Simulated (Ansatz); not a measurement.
Potential energy curve for BrF, singlet.

Computed with CCSD(T) on UHF/cc-pVTZ, cores with 3d frozen run with Ansatz (an electronic-structure program).

The batch members p0 to p5 hold the bond at 1.31, 1.38, 1.51, 1.57, 1.62, 1.71 Å.

Ansatz input:

Ansatz 0.2 input:
```yaml
# input.yaml
basis:
  gaussian: { orbitals: cc-pvtz }
correlation:
  method: ccsd_t
  electrons: outside_noble_gas
scf:
  omitted_lower_state_checks: [cluster_reference, increment]
batch:
  members: [p0.yaml, p1.yaml, p2.yaml, p3.yaml, p4.yaml, p5.yaml]

# p3.yaml, one of the 6 members of this batch
crystal:
  periodic: [false, false, false]
  atoms:
    - { symbol: Br, position_ang: [0.0, 0.0, 0.0] }
    - { symbol: F, position_ang: [0.0, 0.0, 1.57] }
total_charge: 0
magnetization:
  spin_polarized: true
```

Lines of the output on each member:

```
Member 1: Total energy: -72713.11979136 eV, -2672.1578656095 hartree
Member 1: Checks for a lower state left out: cluster_reference, increment
Member 0: Total energy: -72710.39925292 eV, -2672.0578876660 hartree
Member 0: Checks for a lower state left out: cluster_reference, increment
Member 2: Total energy: -72715.94522726 eV, -2672.2616984638 hartree
Member 2: Checks for a lower state left out: cluster_reference, increment
Member 3: Total energy: -72716.61839381 eV, -2672.2864368784 hartree
Member 3: Checks for a lower state left out: cluster_reference, increment
Member 4: Total energy: -72716.97884389 eV, -2672.2996831745 hartree
Member 4: Checks for a lower state left out: cluster_reference, increment
Member 5: Total energy: -72717.29931764 eV, -2672.3114603677 hartree
Member 5: Checks for a lower state left out: cluster_reference, increment
```

The unrestricted determinant behind UCCSD(T) is spin-contaminated at 1.91 to 7.01 Å (<S²> up to 1.0, against 0.00 for a pure singlet).
